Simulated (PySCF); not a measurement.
A mixed set of molecules. Theory: TDDFT B3LYP/def2-SVPD, vertical, gas phase, core orbitals frozen in the response in PySCF 2.14.0, density-fitted response routines. Geometries: GFN2-xTB; one conformer of each isolated species. Triplets are in the Tamm–Dancoff approximation.

Problem. Rank by computed lowest singlet excitation energy, highest first.
A. `[SiH3]C1([SiH3])C=C[SiH2]1`
B. `COC(=O)PC1CC1`
C. `C#CC[P@](=O)(O)CC`
D. `C=C[P@](=O)(O)C(=C)C`
E. `C#C[P@@](=O)(O)C(C)C`
F. `C#CCN1N=CC(C#N)=N1`
G. `c1(C=O)nnn(c1)[SiH3]`

Solution. C (6.49 eV), E (6.06 eV), F (5.85 eV), A (5.60 eV), D (5.40 eV), B (5.16 eV), G (3.78 eV).

```json
{"SMILES": "C#CC[P@](=O)(O)CC", "S1 (eV)": "6.49", "T1 (eV)": "5.42", "first f ≥ 0.01 (nm)": "191", "α (au)": "86.5", "f (S1)": "0.012", "LUMO (eV)": "-0.02", "S1 mainly": "H→L (42%)"}
{"SMILES": "C#C[P@@](=O)(O)C(C)C", "S1 (eV)": "6.06", "T1 (eV)": "5.08", "first f ≥ 0.01 (nm)": "177", "α (au)": "87.1", "f (S1)": "0.000", "LUMO (eV)": "-0.66", "S1 mainly": "H-1→L (41%)"}
{"SMILES": "C#CCn1ncc(C#N)n1", "S1 (eV)": "5.85", "T1 (eV)": "4.43", "first f ≥ 0.01 (nm)": "211", "α (au)": "92.2", "f (S1)": "0.002", "LUMO (eV)": "-1.70", "S1 mainly": "H-1→L (93%)"}
{"SMILES": "[SiH3]C1([SiH3])C=C[SiH2]1", "S1 (eV)": "5.60", "T1 (eV)": "3.98", "first f ≥ 0.01 (nm)": "219", "α (au)": "113.9", "f (S1)": "0.009", "LUMO (eV)": "-0.77", "S1 mainly": "H→L+1 (97%)"}
{"SMILES": "C=C[P@](=O)(O)C(=C)C", "S1 (eV)": "5.40", "T1 (eV)": "4.23", "first f ≥ 0.01 (nm)": "210", "α (au)": "90.0", "f (S1)": "0.001", "LUMO (eV)": "-1.29", "S1 mainly": "H-1→L (78%)"}
{"SMILES": "COC(=O)PC1CC1", "S1 (eV)": "5.16", "T1 (eV)": "4.46", "first f ≥ 0.01 (nm)": "240", "α (au)": "91.5", "f (S1)": "0.029", "LUMO (eV)": "-0.49", "S1 mainly": "H→L (85%)"}
{"SMILES": "O=Cc1cn([SiH3])nn1", "S1 (eV)": "3.78", "T1 (eV)": "3.27", "first f ≥ 0.01 (nm)": "225", "α (au)": "85.3", "f (S1)": "0.000", "LUMO (eV)": "-2.09", "S1 mainly": "H→L (94%)"}
```

H and L stand for HOMO and LUMO.

Mean S1 by what the SMILES shows (count): a double or triple bond but no aromatic ring 5.74 eV (5); an aromatic ring 4.81 eV (2).
